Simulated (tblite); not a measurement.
Species: C6H11F3Ge.
Z-matrix (Å and degrees, GFN2-xTB geometry), rows numbered from 1:
```
C 
Ge  1  1.9772
C   2  1.9932  1  115.10
C   3  1.5262  2  103.22  1  -100.09
C   4  1.5323  3  108.48  2   -41.10
C   5  1.5154  4  110.59  3   177.47
F   6  1.3455  5  112.61  4    60.67
F   6  1.3443  5  112.43  4  -179.54
F   6  1.3434  5  112.81  4   -59.48
C   5  1.5271  4  109.45  3    55.25
H   1  1.0858  2  111.03  3   -71.04
H   1  1.0867  2  109.54  3    48.84
H   1  1.0858  2  110.80  3   168.45
H   2  1.5154  1  110.81  3   129.77
H   3  1.0878  2  114.26  1    20.30
H   3  1.0899  2  110.86  1   141.94
H   4  1.0919  3  111.67  2  -163.15
H   4  1.0927  3  109.71  2    77.01
H   5  1.0947  4  109.30  3   -65.40
H  10  1.0909  2  109.83  1    13.20
H  10  1.0876  2  115.34  1  -108.44
```

Computed with GFN2-xTB (tblite): harmonic, unscaled wavenumbers at the GFN2-xTB geometry, gas phase. This tight-binding method is rough: wavenumbers can miss measured ones by several per cent, in bad cases by 10 to 20. Modes of hydrogen on germanium can be 10 to 20 % off. One conformer, not necessarily the lowest.

Harmonic wavenumbers (cm⁻¹): 46.0, 62.1, 114.2, 117.8, 145.6, 153.8, 195.5, 227.7, 275.2, 361.3, 384.6, 433.3, 505.6, 517.8, 547.5, 574.2, 581.6, 594.5, 628.7, 654.9, 733.9, 776.5, 788.4, 814.9, 844.3, 915.7, 955.5, 1024.9, 1040.5, 1050.0, 1068.1, 1105.4, 1158.8, 1188.7, 1197.6, 1206.0, 1258.4, 1274.2, 1306.0, 1313.7, 1341.5, 1445.9, 1452.4, 1458.1, 1464.5, 1489.1, 1908.8, 2946.2, 2967.0, 2974.1, 2980.2, 2982.0, 3005.2, 3011.4, 3017.4, 3027.7, 3028.9.

A = 2129, B = 492.2, C = 464.6 MHz; mass 214.002 u (most abundant isotopes); point group C1, symmetry number 1.

Question: Zero-point energy?

Answer: ½Σν̃ = 34322 cm⁻¹ = 410.58 kJ/mol.

Question: What is S at 400 K and 1 bar for an ideal gas of classical rigid rotors and harmonic oscillators?

Answer: Translation 181.89, rotation 132.82, vibration 203.45: S = 518.2 J/(mol K).

Question: And Cp and H(400 K) − H(0)?

Answer: Cp = 241.29 J/(mol K), of which vibrations give 208.03 (their classical limit is 57 R = 473.9); H(400 K) − H(0) = 55.84 kJ/mol without the zero-point energy, 42.53 from vibrations.

Question: Blend soft modes into free rotors: weight 1/[1 + (100 cm⁻¹/ν̃)⁴] for the oscillator and the rest for a rotor with moment μB/(μ + B), μ = h/(8π²ν), B = 10⁻⁴⁴ kg m². What vibrational entropy results?

Answer: 189.01 J/(mol K) in place of 203.45, which changes −T·S at 400 K by +5.78 kJ/mol.

Question: How do the functions run with temperature in this model?

Answer: 
```
T (K)  S (J/(mol K))  Cp (J/(mol K))  H − H(0) (kJ/mol)  G − H(0) (kJ/mol)  ln q(vib)
  100          311.7            88.7               5.93             -25.24       2.05
  200          388.9           140.3              17.36             -60.42       5.25
  300          455.8           193.3              34.05            -102.69       8.47
  500          576.4           281.0              82.02            -206.19      14.86
  800          727.5           360.3             179.39            -402.62      23.91
 1000          811.7           393.5             254.96            -556.73      29.44
```

q(vib) and H(0) count from the zero-point level.

Hindered rotation and anharmonicity are outside this model. Other conformers, if any are populated, would add a mixing term that is left out. The structure is chiral; the term R ln 2 for an equal mix with its mirror image is left out.
